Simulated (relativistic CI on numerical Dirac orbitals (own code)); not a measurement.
## Sensitivity of the levels of Ho²⁺ to α and to the nuclear radius

These numbers are calculated, not measured: Dirac-Coulomb-Breit CI, orbitals from a KLI potential per configuration, valence Slater integrals scaled by 0.85, P86 correlation energy added to each configuration, derivatives by finite differences, QED left out (own radial code, finite nucleus).

Configurations in the expansion (outside the closed core [Kr] 4d10 5s2): 4f¹¹5p⁶, 4f¹⁰5p⁶6s, 4f⁹5p⁶6s², 4f¹³5p⁴, 4f¹²5p⁵. The list is cut by size and lacks configurations that can hold low levels.

With x = (α/α₀)² − 1 an excitation energy changes as ω = ω₀ + qx; K = 2q/ω₀ is the relative enhancement. Terms are leading LS components, so labels can repeat. The field-shift factor is F = δν/δ⟨r²⟩ for the transition from the lowest level.

Lowest level 4f¹¹5p⁶ ⁴I°15/2.

```csv
Level,ω₀ (cm⁻¹),q (cm⁻¹),F (GHz/fm²)
4f¹⁰5p⁶6s ⁶I17/2,3662.6,-46980,30.6
4f¹⁰5p⁶6s ⁴I15/2,5032.5,-46630,30.2
4f¹¹5p⁶ ⁴I°13/2,5371.4,5068,0.263
4f¹¹5p⁶ ⁴I°11/2,8512.1,6022,0.378
4f¹⁰5p⁶6s ⁶I15/2,9061.5,-41900,30.6
4f¹⁰5p⁶6s ⁶I13/2,9690.7,-41540,30.6
4f¹¹5p⁶ ⁴I°9/2,10620.3,5470,0.431
4f¹⁰5p⁶6s ⁶I11/2,12828.1,-39050,30.8
4f¹⁰5p⁶6s ⁴I13/2,12951.5,-39310,30.7
4f¹¹5p⁶ ⁴F°9/2,14470.5,1107,0.443
4f¹⁰5p⁶6s ⁶I9/2,15076.3,-37710,31
4f¹⁰5p⁶6s ⁴I11/2,15864.1,-37950,30.7
4f¹⁰5p⁶6s ⁶I7/2,16827.3,-36370,31.1
4f¹¹5p⁶ ²H°11/2,17259.0,3406,0.582
4f¹¹5p⁶ ⁴S°3/2,17850.0,669.5,0.548
4f¹⁰5p⁶6s ⁴I9/2,18223.3,-36310,30.7
4f¹¹5p⁶ ⁴F°7/2,19496.9,4220,0.647
4f¹⁰5p⁶6s ⁶F11/2,20867.0,-46340,31
4f¹¹5p⁶ ⁴F°5/2,21087.2,4408,0.699
4f¹¹5p⁶ ⁴F°3/2,21243.0,4003,0.704
4f¹¹5p⁶ ²H°9/2,21573.2,7302,0.781
4f¹⁰5p⁶6s ⁴F9/2,22088.9,-46290,30.7
4f¹⁰5p⁶6s ⁶S5/2,23587.6,-45590,31.1
```

For a near-neutral ion this model can misplace configurations by up to about 10,000 cm⁻¹ (more where the count of f electrons changes) and terms by 10 to 25 % of their spread. Rates follow the energies as ν³ (E1, M1) or ν⁵ (E2), so they and the lifetimes can be off by large factors. The fine structure of a lone outer electron comes out too small, for d and f at times inverted, and misplaced configurations move strength between like terms.

Question: Which transition from the lowest level has the largest |K|?

Answer: 4f¹⁰5p⁶6s ⁶I17/2 at 3662.6 cm⁻¹, K = -25.7.
